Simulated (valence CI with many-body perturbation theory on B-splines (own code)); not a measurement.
Os⁴⁵⁺: electric-dipole lines

Method: relativistic CI+MBPT: three valence electrons over a frozen Dirac-Fock core [Ar] 3d10, a basis of 11 s, 11 p, 9 d, 7 f, 5 g, 2 h, 1 i functions for each j, with the one-electron correlation potential Σ1 (screened to all orders), the two-electron term Σ2, the three-electron term Σ3, Breit, model QED; selected single and double excitations, second order for the rest (own B-spline code, finite nucleus).

The last digits are not significant, and no measured levels were compared; by estimate large intervals hold to a few tenths of a per cent, small ones and those within an open d or f shell to about a per cent.

Lines 1 to 50 of 277 in falling wavelength, among levels below 638.24 eV, chosen from the strongest by gf and those to the six lowest levels. Wavelengths and rates use the calculated energies. Electric multipoles are in the length gauge, E1 and E2 with the static RPA response of the core. Weak lines are less certain than strong ones. Lines between different terms over intervals too small for the method are left out, as are lines whose strength nearly cancels. The highest levels of a list are the least certain.

Levels are named by their leading jj configuration (3d3/2^4 stands for four electrons in 3d with j = 3/2), which in mixed levels can hold well under half, so a name can repeat and another be missing. Letters in brackets count levels of one name in rising energy.

```csv
λ vac (Å),Upper,Lower,A (s⁻¹),S (a.u.)
1097,(4s^2 4p3/2) J=3/2,(4s 4p1/2^2) J=1/2,2.41e+05,6.30e-04
145.1,(4p1/2 4p3/2 4d3/2) J=7/2,(4s 4p3/2 4d3/2) J=5/2 [b],7.71e+09,9.30e-02
141.3,(4s 4p1/2 4d3/2) J=5/2,(4s^2 4d3/2) J=3/2,1.17e+10,9.75e-02
141.1,(4p1/2 4p3/2 4d5/2) J=9/2,(4s 4p3/2 4d5/2) J=7/2 [b],5.54e+09,7.67e-02
140.7,(4s 4p1/2 4p3/2) J=3/2 [a],(4s^2 4p3/2) J=3/2,2.53e+09,1.39e-02
134.1,(4s 4p1/2 4f7/2) J=9/2,(4s 4p3/2 4d3/2) J=7/2,4.94e+09,5.89e-02
132.1,(4p1/2 4p3/2 4d5/2) J=7/2 [b],(4s 4p3/2 4d5/2) J=5/2 [b],1.46e+10,1.33e-01
129.7,(4p1/2 4p3/2^2) J=5/2,(4s 4p3/2^2) J=3/2,1.35e+10,8.70e-02
129.3,(4s 4p1/2 4f5/2) J=7/2,(4s^2 4f5/2) J=5/2,1.87e+10,1.60e-01
128.0,(4s 4p1/2 4p3/2) J=5/2,(4s^2 4p3/2) J=3/2,1.52e+10,9.45e-02
127.6,(4p1/2^2 4d3/2) J=3/2,(4s 4p1/2 4d3/2) J=3/2 [b],1.51e+10,6.20e-02
126.2,(4p1/2 4p3/2 4d5/2) J=9/2,(4s 4p3/2 4d5/2) J=7/2 [a],1.18e+10,1.17e-01
126.2,(4s 4p1/2 4d5/2) J=7/2,(4s^2 4d5/2) J=5/2,1.63e+10,1.29e-01
125.9,(4p1/2^2 4d3/2) J=3/2,(4s 4p1/2 4d3/2) J=1/2,1.33e+10,5.24e-02
124.5,(4p1/2^2 4p3/2) J=3/2,(4s 4p1/2 4p3/2) J=1/2,1.19e+10,4.52e-02
124.2,(4p1/2 4p3/2 4d5/2) J=3/2 [b],(4s 4p3/2 4d5/2) J=3/2 [b],1.63e+10,6.17e-02
123.3,(4p1/2 4p3/2 4d5/2) J=1/2,(4s 4p3/2 4d5/2) J=3/2 [b],2.74e+10,5.07e-02
122.0,(4s 4p1/2 4f7/2) J=9/2,(4s^2 4f7/2) J=7/2,1.72e+10,1.54e-01
121.6,(4s 4p1/2^2) J=1/2,(4s^2 4p1/2) J=1/2,3.33e+10,5.91e-02
121.5,(4p1/2^2 4p3/2) J=3/2,(4s 4p1/2 4p3/2) J=3/2 [b],1.78e+10,6.28e-02
121.2,(4s 4p1/2 4f7/2) J=7/2 [b],(4s^2 4f7/2) J=7/2,1.76e+10,1.24e-01
121.1,(4s 4p1/2 4f5/2) J=5/2 [b],(4s^2 4f5/2) J=5/2,2.00e+10,1.05e-01
120.9,(4s 4p1/2 4f7/2) J=5/2,(4s^2 4f7/2) J=7/2,1.15e+10,6.00e-02
120.8,(4s 4p1/2 4d3/2) J=3/2 [b],(4s^2 4d3/2) J=3/2,1.39e+10,4.84e-02
120.6,(4p1/2 4p3/2 4d3/2) J=5/2 [a],(4s 4p3/2 4d3/2) J=5/2 [a],8.76e+09,4.55e-02
120.2,(4p1/2 4p3/2 4d3/2) J=1/2 [a],(4s 4p3/2 4d3/2) J=1/2 [a],2.45e+10,4.20e-02
119.8,(4p1/2 4p3/2 4d5/2) J=7/2 [b],(4s 4p3/2 4d5/2) J=7/2 [b],9.39e+09,6.37e-02
119.8,(4p1/2 4p3/2 4d3/2) J=3/2 [a],(4s 4p3/2 4d3/2) J=3/2 [a],1.53e+10,5.17e-02
119.7,(4s 4p1/2 4f5/2) J=3/2,(4s^2 4f5/2) J=5/2,1.52e+10,5.14e-02
119.5,(4p1/2 4p3/2 4d5/2) J=3/2 [b],(4s 4p3/2 4d5/2) J=1/2,1.95e+10,6.57e-02
119.2,(4s 4p1/2 4d5/2) J=5/2 [b],(4s^2 4d5/2) J=5/2,1.84e+10,9.24e-02
118.4,(4s 4p1/2 4d5/2) J=3/2,(4s^2 4d5/2) J=5/2,2.42e+10,7.93e-02
118.3,(4p1/2 4p3/2 4d5/2) J=5/2 [a],(4s 4p3/2 4d5/2) J=3/2 [a],1.72e+10,8.46e-02
117.9,(4p1/2^2 4d5/2) J=5/2,(4s 4p1/2 4d5/2) J=3/2,2.06e+10,9.99e-02
117.5,(4p1/2 4p3/2^2) J=1/2,(4s 4p3/2^2) J=1/2,4.18e+10,6.69e-02
117.0,(4p1/2 4p3/2 4d5/2) J=5/2 [b],(4s 4p3/2 4d5/2) J=7/2 [b],1.87e+10,8.86e-02
117.0,(4p1/2^2 4d5/2) J=5/2,(4s 4p1/2 4d5/2) J=5/2 [b],2.79e+10,1.32e-01
116.6,(4p1/2 4p3/2 4d3/2) J=7/2,(4s 4p3/2 4d3/2) J=7/2,1.63e+10,1.02e-01
114.8,(4p1/2 4p3/2 4d5/2) J=3/2 [a],(4s 4p3/2 4d5/2) J=5/2 [a],3.70e+10,1.10e-01
113.5,(4s 4p1/2 4p3/2) J=3/2 [b],(4s^2 4p3/2) J=3/2,2.15e+10,6.20e-02
113.4,(4p1/2 4p3/2 4d5/2) J=5/2 [a],(4s 4p3/2 4d5/2) J=5/2 [a],2.37e+10,1.02e-01
111.1,(4p1/2^2 4d5/2) J=5/2,(4s 4p1/2 4d5/2) J=7/2,5.71e+10,2.32e-01
111.0,(4s 4p1/2 4p3/2) J=1/2,(4s^2 4p3/2) J=3/2,2.89e+10,3.91e-02
110.6,(4p1/2^2 4d3/2) J=3/2,(4s 4p1/2 4d3/2) J=5/2,6.27e+10,1.68e-01
109.1,(4p1/2 4p3/2^2) J=5/2,(4s 4p3/2^2) J=5/2,2.72e+10,1.05e-01
109.1,(4p1/2 4p3/2^2) J=3/2,(4s 4p3/2^2) J=5/2,4.33e+10,1.11e-01
108.9,(4p1/2 4p3/2 4d5/2) J=7/2 [b],(4s 4p3/2 4d5/2) J=7/2 [a],1.21e+10,6.16e-02
108.4,(4p1/2 4p3/2 4d5/2) J=7/2 [a],(4s 4p3/2 4d5/2) J=9/2,4.65e+10,2.34e-01
108.4,(4p1/2^2 4p3/2) J=3/2,(4s 4p1/2 4p3/2) J=5/2,6.81e+10,1.71e-01
106.6,(4p1/2 4p3/2 4d5/2) J=5/2 [b],(4s 4p3/2 4d5/2) J=7/2 [a],2.23e+10,8.01e-02
```
